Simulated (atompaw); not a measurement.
## u(r) = r·R(r): atom against pseudo-atom (B (Z = 5))

Columns: radius, all-electron u(r) and pseudo u(r) of the 2s shell (level -14.03 eV) of boron in the configuration [He] 2s2 2p0.5; PBEsol, scalar-relativistic, PAW (atompaw) scheme, atompaw 4.2.0.5.

```
r (bohr)  all-electron  pseudo
   0.081       -0.2512  0.0812
   0.162       -0.3193  0.1614
   0.242       -0.2862  0.2386
   0.323       -0.1987  0.3138
   0.404       -0.0856  0.3853
   0.485        0.0357  0.4521
   0.565        0.1535  0.5130
   0.646        0.2650  0.5688
   0.727        0.3654  0.6184
   0.808        0.4538  0.6615
   0.888        0.5290  0.6976
   0.969        0.5929  0.7274
   1.050        0.6447  0.7507
   1.131        0.6854  0.7677
   1.212        0.7158  0.7787
   1.292        0.7368  0.7841
   1.373        0.7499  0.7845
   1.454        0.7558  0.7804
   1.535        0.7555  0.7723
   1.615        0.7500  0.7609
   1.696        0.7400  0.7465
   1.777        0.7261  0.7296
   1.858        0.7092  0.7108
   1.938        0.6901  0.6906
   2.019        0.6688  0.6688
   2.100        0.6459  0.6459
```

Task: How many radial nodes do the two functions have?

Result: The all-electron 2s function has n − l − 1 = 1; the pseudo-wave has 0, since the states of the same l below it are removed with the core.

Task: Where does each function peak?

Result: Outermost all-electron maximum near 1.45 bohr, pseudo maximum near 1.37 bohr (to the table’s step).

Task: Is the pseudo-wave norm-conserving?

Result: No, it belongs to a PAW set: the norm inside the radius is not constrained, and the difference is carried by the augmentation charge.
